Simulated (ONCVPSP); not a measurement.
**What one change does to a pseudopotential (Be, ONCV)**

* Element: beryllium
* Generator: ONCVPSP 4.0.1
* Type: optimised norm-conserving Vanderbilt (ONCV)
* Functional: LDA (Perdew-Wang 92)
* Relativity: scalar-relativistic
* Frozen core: [He]
* Valence charge: 2
* Reference configuration: 2s2
* Partial waves: 2s: rc 2.00 bohr, ncon 4, nbas 7, qcut 3 1/bohr, 2 projectors, debl 1.4 Ha; p scattering state at 0.02 Ha: rc 1.60 bohr, ncon 5, nbas 10, qcut 6 1/bohr, 2 projectors, debl 2.4 Ha
* Local potential: polynomial inside 1.40 bohr (lpopt 3, dvloc0 2 Ha)
* Core correction: none

In the p channel the program set the typed energies aside and used 0.050, 2.450 Ha.

Change: s: qcut 4.5.

Cutoffs: the cutoffs (Ha) at which the residual kinetic energy of the hardest occupied pseudo-wave falls to 1 and 0.1 mHa per electron; they do not see the model core or the augmentation charge, which bear on the density cutoff. Errors are all-electron minus pseudo energies relative to the spin-unpolarised reference configuration.

Q: How do hardness, ghosts and transferability respond?

A: The potential gets neither clearly harder nor softer (5.3 Ha and 25 Ha → 6.1 Ha and 8.4 Ha); of the 3 tests that both files solve, the error grows in 2 and shrinks in 0 by more than 15 % and 0.3 meV (median size 2.9 → 4.4 meV); neither file shows a bound ghost.

```csv
quantity,base,changed
"cutoff, loose",5.3 Ha,6.1 Ha
"cutoff, tight",25 Ha,8.4 Ha
bound ghosts,none,none
GHOST(+) flags under 300 eV,none,none
tests with a reliable result,3 of 4,3 of 4
"error for 2s1, meV [ΔE 9.51 eV]",+16,+18
"error for 2s1.5, meV [ΔE 3.75 eV]",+2.2,+2.6
"error for 2s1 2p1, meV [ΔE 3.52 eV]",+2.9,+4.4
s: phases at 2.03 bohr within 0.05 rad from the reference energy up to (Ha; the scan ends near 5),2.8,2.8
p: phases at 1.63 bohr within 0.05 rad from the reference energy up to (Ha; the scan ends near 5),to the end of the scan,to the end of the scan
```

Base: The cutoffs count occupied waves only; projector 2 of the p channel, the hardest unoccupied one, needs 18 Ha at the loose tolerance. Changed file: The cutoffs count occupied waves only; projector 2 of the p channel, the hardest unoccupied one, needs 18 Ha at the loose tolerance.
